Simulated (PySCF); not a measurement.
## Unknown compound

The spectra below were simulated for a compound C8H12.

¹H NMR (300 MHz, computed): δ 5.79 (m, 1H), 5.24 (m, 1H), 5.03 (m, 1H), 3.03 (m, 1H), 2.20 (m, 2H), 1.41 (m, 2H), 1.14 (m, 2H), 0.97 (m, 1H), -0.18 (m, 1H).

¹³C{¹H} NMR (computed): δ 152.7 (CH), 119.4 (CH2), 60.1 (CH), 42.7 (CH2), 25.5 (CH2), 23.6 (CH).

PySCF 2.14 calculation with GFN2-xTB geometry and shielding tensors at PBE0/pcSseg-1 (GIAO); one averaged value for each set of equivalent atoms, one computed conformer, non-relativistic, in vacuum.

References, each an isolated molecule treated in the same way: ¹H (σref 31.72) and ¹³C (σref 186.93) vs TMS.

Problem. Deduce the structure.

Solution. 
The formula gives 3 degrees of unsaturation (2 rings in the answer). 6 carbon signals for 8 carbons: some carbons are equivalent by symmetry or fast rotation. Carbon types of the structure: 4 × CH, 4 × CH2, which accounts for all hydrogens. δC 152.7: alkene CH; as expected for a trigonal carbon in a double bond. δC 119.4: terminal =CH2 carbon; as expected for a trigonal carbon in a double bond. δC 60.1: allylic sp3 CH. δC 25.5, 23.6: three-membered-ring carbon; carbons of three-membered rings are unusually shielded. δH 5.79: hydrogen on an alkene CH; a vinylic proton, deshielded by the sp2 carbon and the C=C anisotropy. δH 3.03: hydrogen on an allylic sp3 CH; allylic position. δH 1.41, 0.97, -0.18: hydrogen on a three-membered-ring carbon; cyclopropane-type protons are shielded by the ring.

These data were computed for `InChI=1S/C8H12/c1-2-6-3-7-5-8(7)4-6/h2,6-8H,1,3-5H2/t6-,7-,8+`.

The shifts were computed for this structure.

Shifts are as computed. Against solution values, carbons near 30 ppm lie about +3 ppm off and those near 130 ppm about +5 ppm. Of 1211 compounds with measured shifts, 218 miss one by over three times the rms of a fit or turn the order of signals round; such compounds aren't used in these exercises. Multiplicities follow the n + 1 count of equivalent neighbours, as no J values were calculated; m marks all less simple cases, F and P coupling included.
